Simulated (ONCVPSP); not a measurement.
## Transferability test, ONCV potential for calcium

Ca, optimised norm-conserving Vanderbilt (ONCV), made with ONCVPSP 4.0.1 (LDA (Perdew-Zunger), scalar-relativistic). Core [Ne], reference 3s2 3p6 4s1 (charge +1). Waves: 3s+4s: rc 1.85 bohr, ncon 4, nbas 7, qcut 4.9 1/bohr, 2 projectors; 3p: rc 1.55 bohr, ncon 3, nbas 6, qcut 8.8 1/bohr, 2 projectors, debl 1.8 Ha; d scattering state at 0.05 Ha: rc 2.00 bohr, ncon 4, nbas 9, qcut 5.4 1/bohr, 1 projector. Local part: polynomial inside 1.50 bohr (lpopt 5, dvloc0 3 Ha). Core correction: none.

In the d channel the program set the typed energies aside and used -0.316 Ha.

Energies are relative to the spin-unpolarised reference configuration 3s2 3p6 4s1; without spin polarisation the order of configurations can differ from experiment.

```csv
valence configuration,charge,ΔE all-electron (eV),error AE − PS (meV)
3s2 3p6 4s0,+2,11.950,-1.0
3s2 3p6 4s1.5,+0.5,-3.896,0.0
3s1 3p6 4s2,+1,47.507,-159
```

What are ΔE and the potential's error for 3s2 3p6 4s2?

ΔE = -6.463 eV all-electron; the error (AE − PS) is 0.0 meV.
